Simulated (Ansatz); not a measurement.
Consider the atomization: `C[NH][In]([F])[F]` → C• + 2 F• + 4 H• + In• + N•.

Gas-phase electronic energies from Ansatz, PBE0-D4/def2-TZVP geometries. CCSD(T)/CBS adds triple-zeta CCSD(T) − MP2 to the extrapolated MP2 energy (def2 sets, frozen cores). This one scheme is used for every species, atoms too. DFT in def2-TZVPP. No spin–orbit coupling; open shells (•) take unrestricted orbitals. Spin–orbit coupling would lower the free atoms: a little for C, F; strongly for In. def2 core potentials past Kr. For In outer-core shells are correlated without core-valence functions, so the limit isn't a true one: a few kJ/mol of doubt a bond, and 10 to 20 or more in all where bonds break to atoms. Each species was taken in one conformer, which may not be the lowest.

`C[NH][In]([F])[F]`:

```xyz
9

C     0.423   -0.896   -0.970
N     0.562    0.356   -0.245
In   -0.639    0.893    1.247
F    -1.658   -0.398    2.273
F    -0.762    2.673    1.997
H     0.107   -1.690   -0.291
H    -0.298   -0.858   -1.795
H     1.393   -1.194   -1.383
H     0.873    1.116   -0.832
```

```tsv
species	PBE0-D4 energy (Eh)
`C[NH][In]([F])[F]`	-484.97001
C•	-37.80537
F•	-99.67617
H•	-0.50104
In•	-190.11398
N•	-54.54382
```

(1) Work out ΔE.

Largest T1 diagnostic among the species: 0.016.

Answers

(1) ΔE = 4 × (-0.50104) + 2 × (-99.67617) + (-37.80537) + (-190.11398) + (-54.54382) − (-484.97001) = 1.15034 Eh = +3020.2 kJ/mol. CCSD(T)/CBS gives +3064.7 kJ/mol.

From PBE to PBE0 (25 % exact exchange), in def2-TZVPP and without D4, ΔE moves by −95.4 kJ/mol: exact exchange takes away binding that semilocal exchange gives to molecules. In def2-TZVPP, CCSD(T) changes the Hartree–Fock value by +893.9 kJ/mol (the triples alone add +58.5 kJ/mol) and MP2 by +969.5 kJ/mol; breaking electron pairs costs correlation energy, which Hartree–Fock lacks.

For atomizations the MP2-based limit and the directly extrapolated one differ by several kJ/mol either way, and by 10 to 25 for some Ge, Se and Sn compounds, so smaller differences from it don't rank the levels.
